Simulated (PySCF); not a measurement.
LaSe: from constants to spectrum

UHF-CCSD(T) constants of LaSe, doublet, about 0.1 electrons in the 4f shell (Mulliken) (PySCF, spin-free X2C with a Gaussian nucleus, basis sets La x2c-SVPall, Se x2c-SVPall; masses 138.9063 and 79.9165 u):

* ωe: 307.1 cm⁻¹
* ωexe: 0.523 cm⁻¹
* Be: 0.051916 cm⁻¹
* αe: 0.000122 cm⁻¹
* D (centrifugal): 5.94e-09 cm⁻¹

Q: Give the vibrational terms G(v) and spacings up to v = 6.

A: G(v) = ωe(v+½) − ωexe(v+½)².

```tsv
v	G(v) (cm⁻¹)	G(v) − G(v−1)	Bv (cm⁻¹)
0	153.4		0.05185
1	459.5	306.1	0.05173
2	764.5	305.0	0.05161
3	1068.4	304.0	0.05149
4	1371.4	302.9	0.05137
5	1673.2	301.9	0.05124
6	1974.1	300.8	0.05112
```

Correlated steps freeze 27 core orbitals. Spin–orbit coupling is left out, which matters for elements this heavy, above all for dissociation energies. The state is the lowest single determinant that the PBE0 search found; with open d or f shells the true ground state can be another one.
